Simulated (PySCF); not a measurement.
Compound: [PtCl6]2- (charge -2 and singlet state).
Bonds: Pt1–Cl2, Pt1–Cl3, Pt1–Cl4, Pt1–Cl5, Pt1–Cl6, Pt1–Cl7.
The ion is multiply charged and has no counter-ions or solvent; whether it holds all its electrons wasn't checked.

Computed by this run: PBE0-D3(BJ)/def2-SVP geometry optimisation, gas phase, def2 core potentials past Kr in PySCF; density fitting, grid level 1; the optimiser is geomeTRIC in internal coordinates, started from a GFN2-xTB structure with every atom displaced at random (about 0.03 Å).

Step 0: E = -78341.2792 eV
```
atom  x, y, z in Å  |  force x, y, z in eV/Å
Pt1     0.0635   -0.0749    0.0133   -0.863   2.034  -0.727
Cl2    -0.0397   -0.0247    2.3454    0.178  -0.119   0.235
Cl3    -0.0423    0.0014   -2.3753    0.266  -0.139   0.266
Cl4     2.4532    0.0123    0.0087   -0.420  -0.140   0.038
Cl5    -2.3544   -0.0273   -0.0528    0.577  -0.142   0.122
Cl6    -0.0197    2.3685    0.0026    0.148  -0.639   0.043
Cl7     0.0312   -2.3573   -0.0105    0.115  -0.855   0.024
```

Task: Estimate the geometry and energy of step 1. (The exact step hangs on the optimiser's Hessian estimate; all steps are aligned on step 0, rigid shifts and turns removed.)

Result: E = -78341.4093 eV, largest force 0.685 eV/Å
```
atom  x, y, z in Å  |  force x, y, z in eV/Å
Pt1     0.0294   -0.0329   -0.0005   -0.318   0.555  -0.245
Cl2    -0.0001   -0.0341    2.3513    0.027  -0.015   0.076
Cl3    -0.0213    0.0099   -2.3671    0.149  -0.072   0.051
Cl4     2.3829    0.0149    0.0172    0.054  -0.053  -0.010
Cl5    -2.3349   -0.0350   -0.0618    0.029  -0.042   0.111
Cl6    -0.0019    2.3482   -0.0062    0.024  -0.182   0.037
Cl7     0.0376   -2.3729   -0.0014    0.035  -0.191  -0.021
```

The energy changes by -0.1301 eV. The first-order estimate −F·Δx gives -0.2114 eV and the mean of the old and new forces, exact on a quadratic surface, -0.1281 eV. The step makes an angle of 45° with the force vector and moves no atom by more than 0.071 Å.

The cost below is that of the whole optimisation. The run took 34 s wall, 88 s CPU on an Intel Xeon 6975P-C with 2 threads, shared host with 192 logical CPUs at a one-minute load of 26, and the process peaked at 0.67 GiB of memory.
